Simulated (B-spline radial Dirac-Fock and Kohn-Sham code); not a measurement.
Atomic SCF run for La

ΔSCF core binding energies without Breit or QED terms, calculated with an atomic code on a B-spline grid. Keys: rel is the Hamiltonian (dirac, or spin-free x2c and nr, where L3 and M5 stand for the whole 2p and 3d shells), method is hf or an exchange,correlation pair (spin-unpolarised, also for the hole states), nuc the nuclear model, radius_factor scales its radius, rmax is the box in bohr, h the logarithmic mesh step, order the B-spline order, points the quadrature points per cell, c_factor scales the speed of light, and damp, ndamp, maxit and tol steer the iteration. The run stops when the commutator error falls below 10·tol·max(1, Z/10), or the numerical noise floor, and the energy has settled to about 1e-8 Ha; the virial ratio is −V/T.

Input (task.json):

```json
{"items": [{"Z": 57, "q": 0, "cfg": [[1, 0, 2], [2, 0, 2], [2, 1, 6], [3, 0, 2], [3, 1, 6], [3, 2, 10], [4, 0, 2], [4, 1, 6], [4, 2, 10], [5, 0, 2], [5, 1, 6], [5, 2, 1], [6, 0, 2]], "A": 139, "rrms": 4.855, "do": "settings", "holes": ["K", "L3", "M5"],
  "settings": [{"rel": "dirac", "method": "lda,vwn", "nuc": "fermi", "radius_factor": 1.0, "rmax": 45.0, "h": 0.3, "order": 8, "points": 10, "c_factor": 1.0, "maxit": 66, "damp": 0.5, "ndamp": 3, "tol": 1e-08, "cfg": "1s2 2s2 2p6 3s2 3p6 3d10 4s2 4p6 4d10 5s2 5p6 5d1 6s2 6p2"}]}]}
```

Command: `python xray2_run.py task.json out`

Ground-state iterations:

```
iter   energy (Ha)        error
   1    -8484.98267655  1.74e+00
   2    -8485.58210942  4.65e-01
   3    -8489.59114947  2.30e-02
   4    -8490.26911899  7.40e-02
   5    -8489.44127607  7.43e-02
   6    -8490.59986534  1.74e-02
   7    -8489.58640692  2.87e-02
   8    -8490.49785556  3.77e-02
   9    -8490.30197708  7.06e-02
  10    -8490.25780823  7.73e-02
  11    -8490.30889446  6.93e-02
  12    -8490.34340859  6.39e-02
  13    -8490.35122031  6.25e-02
  14    -8490.38581350  5.70e-02
  15    -8490.53490088  3.19e-02
  23    -8490.54265745  2.74e-02
  31    -8490.71101524  3.61e-03
  39    -8490.71481532  1.40e-03
  47    -8490.71567888  6.12e-08
```

The ground state converged in 47 iterations, with total energy -8490.71568 Ha, virial ratio 1.93475 and highest orbital energy 1.01 eV. Holes are computed only in closed shells, and unreliable hole states are left out.

Problem. One setting is unsound. Which, and why?

Solution. cfg describes an anion whose outer electrons are not bound. With the default settings (Dirac Hartree-Fock): The ground state converged in 12 iterations, with total energy -8493.65037 Ha, virial ratio 1.93451 and highest orbital energy -4.89 eV. ΔSCF binding energies: K (1s) 39083.5 eV, L3 (2p3/2) 5507.6 eV, M5 (3d5/2) 846.7 eV.
